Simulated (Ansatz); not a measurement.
`F[SiH](Cl)[GeH2][Cl]` → `[Cl][GeH2][Cl]` + `F[SiH]`  (silylene formation by 1,1-elimination)

Gas-phase electronic energies from Ansatz, PBE0-D4/def2-TZVP geometries. CBS: MP2 limit from def2 TZ/QZ plus the TZ coupled-cluster correction, frozen cores. This one scheme is used for every species. Functionals use def2-TZVPP. B3LYP here is the variant with VWN-RPA as its local correlation; programs differ in this. HSE06 is defined as in plane-wave codes. For Ge outer-core shells are correlated without core-valence functions, which leaves a few kJ/mol of doubt a bond. Scalar relativity is left out up to krypton. One conformer a species, not always the lowest.

`F[SiH](Cl)[GeH2][Cl]`:

Cartesian coordinates in Å:
```
F -0.543 2.007 0.903
Si -0.187 0.467 1.095
Cl 1.646 0.321 1.971
Ge -0.104 -0.581 -1.048
Cl 1.546 0.326 -2.100
H -1.190 -0.116 2.016
H -1.364 -0.340 -1.892
H 0.196 -2.084 -0.945
```

`[Cl][GeH2][Cl]`:

Z-matrix (Å, degrees):
```
Ge
Cl 1 2.140
Cl 1 2.140 2 108.2
H 1 1.528 2 108.2 3 116.9
H 1 1.528 2 108.2 3 -116.9
```

`F[SiH]`:

```xyz
3

F     0.033    0.007    1.241
Si    0.652    0.078   -0.246
H    -0.685   -0.085   -0.994
```

Problem. Is it downhill or uphill in electronic energy at CCSD(T)/CBS, and by how much? (An estimate is asked.)

Solution. Ansatz gave: Uphill: ΔE = +57.3 kcal/mol.

Problem. What do these levels give: PBE-D4, BLYP-D4, B97M-V, HSE06-D4, CAM-B3LYP-D4, PBE-QIDH, PBE, B3LYP, r2SCAN0, MP2/def2-TZVPP, CCSD(T)/def2-TZVPP, HF/CBS(def2)? (Estimate.)

Solution. The calculation gave: PBE-D4 58.2, BLYP-D4 53.0, B97M-V 56.4, HSE06-D4 60.4, CAM-B3LYP-D4 56.7, PBE-QIDH 60.6, PBE 55.8, B3LYP 51.8, r2SCAN0 61.8, MP2/def2-TZVPP 58.6, CCSD(T)/def2-TZVPP 54.9, HF/CBS(def2) 50.8 kcal/mol.

Largest T1 diagnostic among the species: 0.015.

The D4 term adds +3.9 kcal/mol with B3LYP and +2.1 kcal/mol with PBE0; it sums over pairs of atoms, weighted by their polarisabilities, and B3LYP, whose exchange is more repulsive, gets the larger term. From PBE to PBE0 (25 % exact exchange), in def2-TZVPP and without D4, ΔE moves by +2.6 kcal/mol.
